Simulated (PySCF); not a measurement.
Isomers of C6H9N3. Method: PBE0-D3(BJ)/def2-SVP geometry optimisation, gas phase (PySCF 2.14.0). One conformer each; no zero-point energy, no entropy. No frequencies were run at this level. Point groups hold within 0.08 Å.

Question: Rank from lowest to highest electronic energy at this level (kcal/mol).
A. `[CH3:1][CH2:2][CH2:3][c:4]1[n:5][cH:6][n:7][cH:8][n:9]1` with C1–C2–C3–C4 180°, C2–C3–C4–N5 -89°
B. `[CH3:1][CH2:2][c:3]1[cH:4][n:5][n:6][c:7]([CH3:8])[n:9]1` with C1–C2–C3–C4 127°
C. `[CH2:1]=[CH:2][CH2:3][n:4]1[cH:5][c:6]([CH3:7])[n:8][n:9]1` with C1–C2–C3–N4 -124°, C2–C3–N4–C5 55°

Answer: A (0.0), B (22.0), C (38.7).

As drawn, the highest has an N–N linkage and a C=C bond outside aromatic rings, which the lowest lacks.

```json
{"SMILES": "CCCc1ncncn1", "E (Eh)": "-397.57619", "E rel (kcal/mol)": "0.0", "dipole (D)": "0.97", "point group": "Cs", "A, B, C (MHz)": "4795, 911.0, 823.3"}
{"SMILES": "CCc1cnnc(C)n1", "E (Eh)": "-397.54121", "E rel (kcal/mol)": "22.0", "dipole (D)": "3.11", "point group": "C1", "A, B, C (MHz)": "2882, 1301, 943.9"}
{"SMILES": "C=CCn1cc(C)nn1", "E (Eh)": "-397.51452", "E rel (kcal/mol)": "38.7", "dipole (D)": "4.44", "point group": "C1", "A, B, C (MHz)": "4192, 940.0, 804.4"}
```
